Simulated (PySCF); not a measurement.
A PySCF script (with the pyscf-properties extension) for the NMR shieldings of SMILES CS[Si@@H]1C[SiH2][Si@H]1Cl, C₂H₉ClSSi₃, on a GFN2-xTB geometry:

```python
import basis_set_exchange as bse
import numpy as np
from pyscf import gto, dft
from pyscf.prop import nmr

atoms = """
C     3.051433    0.095933    0.224781
S     1.814140   -0.913011   -0.645289
Si    0.166358   -0.653398    0.729027
C    -1.404241   -1.335420   -0.153410
Si   -2.465662    0.241012   -0.502596
Si   -0.775546    1.494881    0.559281
Cl   -1.248834    2.411991    2.325530
H     3.942791    0.110992   -0.393389
H     3.277777   -0.353102    1.187302
H     2.672521    1.105485    0.356708
H     0.561312   -1.397403    1.932865
H    -1.933095   -2.041981    0.483068
H    -1.162795   -1.885320   -1.060511
H    -3.796076    0.136416    0.108893
H    -2.682550    0.454513   -1.936335
H    -0.025132    2.537357   -0.157402
"""
names = dict.fromkeys(["C", "S", "Si", "Cl", "H"], "pcSseg-1")
basis = {el: gto.basis.parse(bse.get_basis(n, elements=[el], fmt="nwchem")) for el, n in names.items()}
mol = gto.M(atom=atoms, basis=basis, charge=0, verbose=0)
mf = dft.RKS(mol, xc="PBE0")
mf.grids.level = 2
mf.grids.alignment = dft.numint.BLKSIZE   # the property module wants whole blocks of grid points
mf.conv_tol = 1e-9
mf.kernel()

calc = nmr.RKS(mf)   # GIAO
C = mf.mo_coeff
Co = C[:, mf.mo_occ > 0]
resp = mf.gen_response(singlet=True, hermi=2)
def vind(x):   # induced exchange potential for any number of trial vectors
    d = np.einsum("pi,xij,qj->xpq", C, 2 * x.reshape(-1, C.shape[1], Co.shape[1]), Co, optimize=True)
    return np.einsum("xpq,pi,qj->xij", resp(d - d.transpose(0, 2, 1)), C, Co, optimize=True).ravel()
mo1, _ = nmr.rhf.solve_mo1(calc, with_cphf=vind)
sigma = calc.kernel(mo1)
for i, s in enumerate(sigma):   # ppm
    print("%2d %-2s %9.2f" % (i, mol.atom_pure_symbol(i), np.trace(s) / 3))
```

Question: What does it print?

Answer: 
```
 0 C     172.65
 1 S     708.07
 2 Si    337.93
 3 C     191.40
 4 Si    397.41
 5 Si    336.69
 6 Cl   1011.84
 7 H      29.57
 8 H      29.72
 9 H      29.86
10 H      25.82
11 H      30.88
12 H      31.08
13 H      26.94
14 H      26.93
15 H      25.57
```

These numbers come from an equivalent density-fitted implementation of the same equations, which agrees with the script to about 0.01 ppm for H and up to a few tenths of a ppm for heavy atoms, so last digits may differ.

Question: Turn these shieldings into chemical shifts. Referencing at the same level of theory: TMS for 13C (σ = 186.93 ppm) and 29Si (σ = 349.16 ppm) and 1H (σ = 31.72 ppm); CS2 for 33S (σ = 503.73 ppm); 35Cl (σ = 949.78 ppm) vs HCl.

Answer: Averaging equivalent atoms: C 0: 14.3; C 3: -4.5; S 1: -204; Si 5: 12.5; Si 2: 11.2; Si 4: -48.3; Cl 6: -62; H 15: 6.14; H 10: 5.90; H 14: 4.79; H 13: 4.77; H 7/8/9: 2.00; H 11: 0.84; H 12: 0.64 ppm. 

Size and cost of the density-fitted run: 199 basis functions, 31 s wall time on 1 thread of an Arm Neoverse V2, shared host; peak memory 0.91 GiB.
